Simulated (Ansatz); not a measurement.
A structure relaxed at PBE0-D4/def2-TZVP, charge 0, multiplicity 1:

| atom | x (Å) | y (Å) | z (Å) |
| --- | --- | --- | --- |
| C1 | 1.666 | -0.065 | 1.188 |
| In2 | -0.235 | -0.184 | 0.232 |
| C3 | -1.326 | 0.330 | -1.525 |
| F4 | -1.466 | -1.143 | 1.451 |
| H5 | 2.407 | 0.445 | 0.574 |
| H6 | 1.546 | 0.467 | 2.133 |
| H7 | 2.007 | -1.077 | 1.408 |
| H8 | -0.714 | 0.864 | -2.251 |
| H9 | -1.710 | -0.587 | -1.975 |
| H10 | -2.175 | 0.950 | -1.237 |

**Question.** Give its formula and SMILES.

**Answer.** C2H6FIn, `[CH3][In]([CH3])[F]`.

**Question.** Point group (tolerance 0.08 Å, 0.16 Å for H)?

**Answer.** C2v.

**Question.** Summarise the bond lengths by kind.

**Answer.** 2 × C–In 2.131 Å; 6 × C–H 1.089 to 1.091 Å; 1 × F–In 1.980 Å.

All numbers were calculated with Ansatz.
